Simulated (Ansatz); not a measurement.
Consider the redistribution: `C=[C](C)[AlH2]` + `[CH3][Zn][CH2]O` → `C=[C](C)[AlH][CH3]` + `O[CH2][ZnH]`.

Gas-phase electronic energies from Ansatz, PBE0-D4/def2-TZVP geometries. CBS: MP2 limit from def2 TZ/QZ plus the TZ coupled-cluster correction, frozen cores. Functionals use def2-TZVPP. B3LYP here is the variant with VWN-RPA as its local correlation; programs differ in this. For Zn outer-core shells are correlated without core-valence functions, which leaves a few kJ/mol of doubt a bond. Scalar relativity is left out up to krypton. One conformer a species, not always the lowest.

```json
{"level": "PBE-D4", "ΔE (kJ/mol)": "-16.3", "difference from CCSD(T)/CBS": "-3.6"}
{"level": "r2SCAN-D4", "ΔE (kJ/mol)": "-18.2", "difference from CCSD(T)/CBS": "-5.5"}
{"level": "PBE0-D4", "ΔE (kJ/mol)": "-17.7", "difference from CCSD(T)/CBS": "-5.0"}
{"level": "B3LYP-D4", "ΔE (kJ/mol)": "-17.5", "difference from CCSD(T)/CBS": "-4.8"}
{"level": "ωB97X-V", "ΔE (kJ/mol)": "-16.1", "difference from CCSD(T)/CBS": "-3.4"}
{"level": "ωB97M-V", "ΔE (kJ/mol)": "-18.1", "difference from CCSD(T)/CBS": "-5.4"}
{"level": "B2PLYP", "ΔE (kJ/mol)": "-13.5", "difference from CCSD(T)/CBS": "-0.8"}
{"level": "PBE", "ΔE (kJ/mol)": "-14.4", "difference from CCSD(T)/CBS": "-1.7"}
{"level": "r2SCAN", "ΔE (kJ/mol)": "-17.5", "difference from CCSD(T)/CBS": "-4.8"}
{"level": "PBE0", "ΔE (kJ/mol)": "-15.9", "difference from CCSD(T)/CBS": "-3.2"}
{"level": "B3LYP", "ΔE (kJ/mol)": "-14.7", "difference from CCSD(T)/CBS": "-2.0"}
{"level": "HF/def2-TZVPP", "ΔE (kJ/mol)": "-18.9", "difference from CCSD(T)/CBS": "-6.2"}
{"level": "MP2/def2-TZVPP", "ΔE (kJ/mol)": "-10.3", "difference from CCSD(T)/CBS": "2.4"}
{"level": "SCS-MP2/def2-TZVPP", "ΔE (kJ/mol)": "-11.2", "difference from CCSD(T)/CBS": "1.5"}
{"level": "CCSD/def2-TZVPP", "ΔE (kJ/mol)": "-14.7", "difference from CCSD(T)/CBS": "-2.0"}
{"level": "CCSD(T)/def2-TZVPP", "ΔE (kJ/mol)": "-13.9", "difference from CCSD(T)/CBS": "-1.2"}
{"level": "HF/def2-QZVPP", "ΔE (kJ/mol)": "-18.6", "difference from CCSD(T)/CBS": "-5.9"}
{"level": "MP2/def2-QZVPP", "ΔE (kJ/mol)": "-9.5", "difference from CCSD(T)/CBS": "3.2"}
{"level": "SCS-MP2/def2-QZVPP", "ΔE (kJ/mol)": "-10.6", "difference from CCSD(T)/CBS": "2.1"}
{"level": "HF/CBS(def2)", "ΔE (kJ/mol)": "-18.6", "difference from CCSD(T)/CBS": "-5.9"}
{"level": "MP2/CBS(def2)", "ΔE (kJ/mol)": "-9.1", "difference from CCSD(T)/CBS": "3.6"}
{"level": "CCSD/CBS(def2)", "ΔE (kJ/mol)": "-13.4", "difference from CCSD(T)/CBS": "-0.7"}
{"level": "CCSD(T)/CBS", "ΔE (kJ/mol)": "-12.7", "difference from CCSD(T)/CBS": "0"}
```

Largest T1 diagnostic among the species: 0.014.

In def2-TZVPP, CCSD(T) changes the Hartree–Fock value by +5.0 kJ/mol (the triples alone add +0.8 kJ/mol) and MP2 by +8.6 kJ/mol.
